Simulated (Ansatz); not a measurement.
A run for Ansatz (a first-principles code): R-PBE0/def2-TZVPP on C2H7Al (SMILES C[CH2][AlH2]).

Ansatz 0.2 input:
```yaml
crystal:
  periodic: [false, false, false]
  atoms:
    - {symbol: C, position_ang: [-1.26160172, 0.44223913, 0.00082794]}
    - {symbol: C, position_ang: [-0.14689007, -0.59796341, 0.18321160]}
    - {symbol: Al, position_ang: [1.68890051, -0.00106247, -0.16767007]}
    - {symbol: H, position_ang: [-1.11926829, 1.30288382, 0.65838769]}
    - {symbol: H, position_ang: [-1.28738658, 0.82811999, -1.02082847]}
    - {symbol: H, position_ang: [-2.25048426, 0.02888493, 0.21669166]}
    - {symbol: H, position_ang: [-0.17083250, -1.00411832, 1.20303100]}
    - {symbol: H, position_ang: [-0.33575380, -1.47143246, -0.45474185]}
    - {symbol: H, position_ang: [2.89448605, -1.01750912, -0.00167652]}
    - {symbol: H, position_ang: [1.98883065, 1.48995792, -0.61723297]}
basis:
  gaussian:
    orbitals: def2-TZVPP
hamiltonian:
  xc: {name: PBE0}
scf: {lower_state_search: off}
```

The head of its log:

```
WARN ansatz: RAYON_NUM_THREADS=2 ignored (pool sized by the plan → 2); use --threads N
Functional definition: PBE0
these checks for a lower state are left out or cut short: stability, starts, cluster_reference, orbital_swaps, neighbouring_geometries, increment
integrals: 0.10 GiB planned
1073 factors; their error is unknown
mean field: 0.94 GiB planned
mean field evaluation 1: about -8771.6450 eV, gradient 5.8e1 eV
mean field evaluation 2: about -8765.5500 eV, gradient 7.2e1 eV
```

**Question.** What total energy does the run end on?

**Answer.** -322.6484 hartree.
